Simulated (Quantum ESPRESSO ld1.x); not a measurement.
All-electron atom: Rh I in [Kr] 4d(up 4, down 4) 5s(up 1, down 0) (spins set by hand, not the high-spin state). All-electron calculation, scalar-relativistic Kohn-Sham, LDA (Slater exchange, Perdew-Zunger correlation), spin-polarised, spherical densities, point nucleus. Program: ld1.x of Quantum ESPRESSO 7.5.

Normalised radial functions P(r) = r R(r), r in bohr:

```
   r/bohr * 4s up, o 4s down, + 5s up (the largest magnitude, 1.17, reaches the edge; | marks zero, & curves that meet)
 0.003105                             |+ &
 0.004822                             |+  &
 0.007427                             |+   &
  0.01153                             | +   &
  0.01791                             | +   &
   0.0278                             |+  &
  0.04282                            &+
  0.06649                      &    + |
   0.1032                   &      +  |
   0.1603                            &+
   0.2469                             |   +        &
   0.3834                             | +       &
   0.5953              &          +   |
   0.9244  &                     +    |
    1.424              &              |    +
    2.211                          &  |            +
    3.433                             &            +
     5.33                             &     +
     8.21                             &+
```

4s up: eigenvalue -82.522 eV, 3 radial nodes at r = 0.0412, 0.165, 0.466 bohr, <r> = 0.979 bohr, 90 % of the charge inside 1.43 bohr. 4s down: eigenvalue -82.506 eV, 3 radial nodes at r = 0.0412, 0.165, 0.466 bohr, <r> = 0.979 bohr, 90 % of the charge inside 1.43 bohr. 5s up: eigenvalue -4.828 eV, 4 radial nodes at r = 0.0411, 0.164, 0.453, 1.19 bohr, <r> = 3.24 bohr, 90 % of the charge inside 4.90 bohr.
